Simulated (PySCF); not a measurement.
Predicted microwave data (PBE0/pcSseg-1 in PySCF (dipole) on a GFN2-xTB geometry, gas phase) for one isomer of C4H8O3Si2:

* Rotational constants: A = 1804, B = 1041, C = 693.1 MHz
* Dipole components: |μa| = 2.90 D, |μb| = 3.01 D, |μc| = 1.37 D
* Inertial defect: -36.23 u·Å²
* κ: -0.37

**Question.** Which candidate fits, each taken in the one conformer that was computed?
A. `[CH2:1]=[CH:2][C@@H:3]1[SiH2:4][O:5][SiH2:6][O:7][C:8]1=[O:9]` with C1–C2–C3–Si4 -96°, C2–C3–Si4–O5 -170°, C3–Si4–O5–Si6 13°, Si4–O5–Si6–O7 5°, O5–Si6–O7–C8 13°
B. `[CH2:1]=[CH:2][C@H:3]1[O:4][SiH2:5][SiH2:6][O:7][C:8]1=[O:9]` with C1–C2–C3–O4 -1°, C2–C3–O4–Si5 -167°, C3–O4–Si5–Si6 -36°, O4–Si5–Si6–O7 -7°, Si5–Si6–O7–C8 24°
C. `[O:1]=[C:2]=[C:3]([CH:4]=[O:5])[C@@H:6]([SiH3:7])[O:8][SiH3:9]` with C2–C3–C4–O5 178°, C2–C3–C6–Si7 -106°, C3–C6–O8–Si9 129°

**Answer.** B. It is C=C[C@H]1O[SiH2][SiH2]OC1=O, an asymmetric top, point group C1. The candidates at the same level (rigid rotor, commonest isotopes):

```tsv
SMILES	A (MHz)	B (MHz)	C (MHz)	μa (D)	μb (D)	μc (D)	Δ (u·Å²)	point group	rotor
C=C[C@@H]1[SiH2]O[SiH2]OC1=O	1977	971.5	746.6	0.25	2.66	1.40	-98.95	C1	asymmetric top
O=C=C(C=O)[C@@H]([SiH3])O[SiH3]	1249	877.1	658.2	1.00	0.75	0.13	-213.07	C1	asymmetric top
C=C[C@H]1O[SiH2][SiH2]OC1=O	1804	1041	693.1	2.90	3.01	1.37	-36.23	C1	asymmetric top
```

`O=C=C(C=O)[C@@H]([SiH3])O[SiH3]` has A 31 % too low; `C=C[C@@H]1[SiH2]O[SiH2]OC1=O` has A 10 % too high. No structure here is proved a minimum.
